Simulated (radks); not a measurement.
Values are calculated unless marked as measured or tabulated.
Excited configurations of Ca II: one electron is placed in a higher orbital outside [Ar]. The ground configuration is [Ar] 4s1. Level of theory: non-relativistic Kohn-Sham, r2SCAN, spin-polarised, spherical densities, point nucleus; open shells are filled with parallel spins first; meta-GGA in the generalised Kohn-Sham scheme (a radial shooting solver on a logarithmic mesh with Libxc functionals). Excitation = E - E(ground); binding = E(ion) - E, where the ion is the core of charge +2; n* = 2/sqrt(2 binding) in atomic units, and the quantum defect is n - n*.

outer orbital  excitation (eV)  binding (eV)     n*  quantum defect  eigenvalue (eV)  <r> (bohr)
3d                       1.549        10.125  2.318           0.682           -5.656       2.354
4d                       6.632         5.041  3.286           0.714           -3.744       6.732
5s                       6.179         5.495  3.147           1.853           -4.434       7.580
5p                       7.230         4.443  3.500           1.500           -3.562       8.943
6f                      10.093         1.580  5.869           0.131           -1.250       23.67
7p                       9.828         1.845  5.431           1.569           -1.502       22.39
7d                      10.236         1.437  6.153           0.847           -1.165       27.93
7f                      10.500         1.173  6.811           0.189           -0.944       33.17

The Delta-SCF ionisation energy is 11.673 eV (NIST Atomic Spectra Database: 11.872 eV, measured). Self-interaction in the functional shifts the binding energies and quantum defects, so they are the method's values and not measured ones.
